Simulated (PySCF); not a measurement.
Species: C₂H₁₂NPSi₄.
Geometry (PBE0-D3(BJ)/def2-SVP, Å), atoms numbered from 1 in this order:
```
atom  x, y, z in Å
C1    -1.3307   -2.6964   -1.4336
C2    -1.0559   -1.6031   -0.9719
Si3   -0.6619    0.0346   -0.2373
Si4   -1.7285    0.1981    1.8429
P5    -1.4247    1.5744   -1.7213
N6     1.0801    0.1784   -0.0592
Si7    1.9590   -1.2453    0.4907
Si8    1.9258    1.6400   -0.5402
H9    -1.5695   -3.6615   -1.8447
H10   -3.2072    0.0501    1.6714
H11   -1.2392   -0.8388    2.8028
H12   -1.4458    1.5531    2.4138
H13   -2.7321    0.9987   -1.6938
H14   -1.7302    2.5533   -0.7260
H15    1.0929   -1.9997    1.4449
H16    2.3410   -2.1521   -0.6334
H17    3.2037   -0.7941    1.1818
H18    1.0337    2.8162   -0.3058
H19    3.1539    1.7757    0.2976
H20    2.3298    1.6328   -1.9790
```

Computed, not measured: core-valence-separated Tamm–Dancoff BHandHLYP/aug-pcX-1 (pcseg-1 on H, def2-SVPD on Si, def2-SVPD on P) in PySCF, non-relativistic, gas phase, PBE0-D3(BJ)/def2-SVP geometry. The energies are unshifted.

The lowest roots of each edge with f over 0.003 (five at most, numbered afresh; weaker and dark ones are left out), with transition dipoles (au) in the frame of the coordinates:

```csv
root,edge,E (eV),f,μx,μy,μz
1,C,282.77,0.0513,-0.0763,0.0296,-0.0267
2,C,282.84,0.0524,-0.0363,-0.0246,0.0751
3,C,283.02,0.0516,0.0765,-0.0299,0.0265
4,C,283.18,0.0526,-0.0360,-0.0236,0.0757
5,C,286.10,0.0041,-0.0150,-0.0127,-0.0142
6,N,399.82,0.0100,-0.0300,0.0087,0.0069
7,N,400.02,0.0213,-0.0417,-0.0185,0.0094
8,N,400.17,0.0034,0.0125,0.0083,0.0109
9,N,400.36,0.0267,0.0184,-0.0488,0.0010
10,N,400.46,0.0167,0.0019,-0.0191,0.0365
```

**Question.** Molecules are fixed in this frame and the field points along (0, 1, 1)/√2. What effective strengths 3 f cos²θ do the roots have (θ between field and μ)?

**Answer.** root 1 (C2): 0.000, root 2 (C2): 0.026, root 3 (C1): 0.000, root 4 (C1): 0.028, root 5 (C2): 0.008, root 6 (N6): 0.004, root 7 (N6): 0.001, root 8 (N6): 0.005, root 9 (N6): 0.034, root 10 (N6): 0.004. Root 9 is the strongest. Averaged over all orientations cos²θ is 1/3, which gives f back.

One conformer stands for the species.
